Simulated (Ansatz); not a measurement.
def2 core potentials replace the inner electrons of Sb.

Z-matrix (Å, degrees):
```
C
H 1 1.1043
C 1 1.5262 2 110.17
H 3 1.1016 1 111.29 2 58.73
H 3 1.1040 4 107.65 1 -122.53
H 3 1.1043 4 107.98 5 -115.20
C 1 1.5264 2 109.15 3 -126.10
H 7 1.1010 1 111.10 2 -55.15
H 7 1.1043 8 108.19 1 122.89
H 7 1.1046 8 107.77 9 115.28
Sb 1 2.1981 2 101.34 7 -116.77
O 11 2.0056 1 94.69 2 -54.84
H 12 0.9697 11 110.51 1 40.87
O 11 2.0122 12 99.20 13 -47.89
H 14 0.9675 11 111.07 12 -93.60
```
Charge 0, spin multiplicity 1.

Task: What is the computed LUMO, HOMO–LUMO gap and dipole moment (CAM-B3LYP-D3(BJ)/def2-TZVP // B3LYP-D3(BJ)/def2-SVP (Ansatz, a quantum-chemistry and plane-wave program))?

Result: 
```json
{
  "LUMO": "0.12 eV",
  "HOMO–LUMO gap": "8.31 eV",
  "dipole_moment": "1.47 D"
}
```
